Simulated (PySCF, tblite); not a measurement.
Isomers of C5H11NSSi. Computed values, GFN2-xTB/tblite, gas phase, harmonic and unscaled. Errors from tens to a few hundred cm⁻¹ against measured bands are possible. Modes of hydrogen on silicon and sulfur can be 10 to 20 % off. One conformer each.

Electronic energies: PBE0/pcSseg-1 single points on the GFN2-xTB geometries (PySCF, gas phase).

```
                 SMILES  electronic energy, lowest = 0 (kcal/mol)
       CC#CCN(C)[SiH2]S                                      24.6
CC(=S)[C@@H]1CN[SiH2]C1                                       0.0
   CN[C@H]1C=CSC[SiH2]1                                      24.7
```

Problem. How do GFN2-xTB zero-point energies change the relative energies?

Solution. 
```json
{"SMILES": "CC(=S)[C@@H]1CN[SiH2]C1", "ZPE (kcal/mol)": "93.5", "of it from modes above 1550 cm⁻¹": "45.4", "electronic (kcal/mol)": "0.0", "with ZPE, lowest = 0 (kcal/mol)": "0.0", "lowest mode (cm⁻¹)": "37", "rings": "1"}
{"SMILES": "CC#CCN(C)[SiH2]S", "ZPE (kcal/mol)": "89.9", "of it from modes above 1550 cm⁻¹": "47.4", "electronic (kcal/mol)": "24.6", "with ZPE, lowest = 0 (kcal/mol)": "20.9", "lowest mode (cm⁻¹)": "20", "rings": "0"}
{"SMILES": "CN[C@H]1C=CSC[SiH2]1", "ZPE (kcal/mol)": "92.7", "of it from modes above 1550 cm⁻¹": "47.8", "electronic (kcal/mol)": "24.7", "with ZPE, lowest = 0 (kcal/mol)": "23.9", "lowest mode (cm⁻¹)": "48", "rings": "1"}
```

The zero-point energies span 3.6 kcal/mol, from `CC#CCN(C)[SiH2]S` to `CC(=S)[C@@H]1CN[SiH2]C1`. The order is unchanged.

Problem. And how do the electronic energies of GFN2-xTB itself compare?

Solution. `CC(=S)[C@@H]1CN[SiH2]C1` 0.0; `CC#CCN(C)[SiH2]S` 7.5; `CN[C@H]1C=CSC[SiH2]1` 34.8 kcal/mol, lowest = 0. Against the energies above, taken from the same isomer `CC(=S)[C@@H]1CN[SiH2]C1`, the largest difference is 17.1 kcal/mol.
